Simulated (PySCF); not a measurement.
B3LYP on Li⁻ (lithium, charge -1), [He] 2s2, closed-shell 1S. Calculation: PySCF 2.14, in aug-cc-pVTZ (5s4p3d2f, 46 functions); the non-relativistic Hamiltonian (point nucleus).

```
cycle= 1 E= -7.51218821197921  delta_E= -0.00125  |g|= 0.00657  |ddm|= 0.307
cycle= 2 E= -7.51234314989663  delta_E= -0.000155  |g|= 0.00503  |ddm|= 0.126
cycle= 3 E= -7.51245795257572  delta_E= -0.000115  |g|= 0.000257  |ddm|= 0.0437
cycle= 4 E= -7.51245822539798  delta_E= -2.73e-07  |g|= 3.8e-05  |ddm|= 0.00233
cycle= 5 E= -7.5124582317958  delta_E= -6.4e-09  |g|= 2.6e-06  |ddm|= 0.00079
cycle= 6 E= -7.51245823182886  delta_E= -3.31e-11  |g|= 1.15e-07  |ddm|= 3.04e-05
converged SCF energy = -7.51245823182886  <S^2> = -3.1086245e-15  2S+1 = 1
```

Highest occupied orbital energy: 0.580 eV; ⟨L²⟩ = 0.00; populations by l: s 4.00, p 0.00, d 0.00, f 0.00.

Q: Can this result be used?

A: With care. The run converged. At B3LYP the highest occupied level has a positive energy, so only the finite basis holds that electron; in a semilocal or global hybrid functional this comes from self-interaction and does not mean that the real anion is unbound.
